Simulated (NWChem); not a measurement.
Molecule: BeHSCl; SMILES [SH][Be][Cl]

```xyz
4

Be     0.0174    -0.0043     0.0000
Cl    -0.0563    -1.8177     0.0000
S      0.1156     1.8938     0.0000
H     -1.2331     2.0159     0.0000
```
Atoms are numbered in this order, from 1.

Results from NWChem. Pople sets run with spherical d functions. Geometry: optimised at PBE0/def2-SVP. Vzz is the largest principal value of the second derivative of the potential at the nucleus (NWChem prints the opposite sign); η is the asymmetry. Non-relativistic.

| level | Vzz Be1 (a.u.) | η Be1 | Vzz Cl2 (a.u.) | η Cl2 | Vzz S3 (a.u.) | η S3 | relative time |
|---|---|---|---|---|---|---|---|
| Hartree-Fock/def2-TZVP | -0.173 | 0.19 | 1.027 | 0.12 | 2.050 | 0.55 | 1 |
| Hartree-Fock/cc-pVTZ | -0.193 | 0.18 | 0.947 | 0.12 | 1.862 | 0.55 | 7 |
| PBE/cc-pVTZ | -0.178 | 0.26 | 0.928 | 0.18 | 1.666 | 0.61 | 8 |
| PBE/6-31G* | -0.152 | 0.30 | 1.115 | 0.15 | 1.678 | 0.77 | 1 |

Relative times are rough (shared machine, one core).
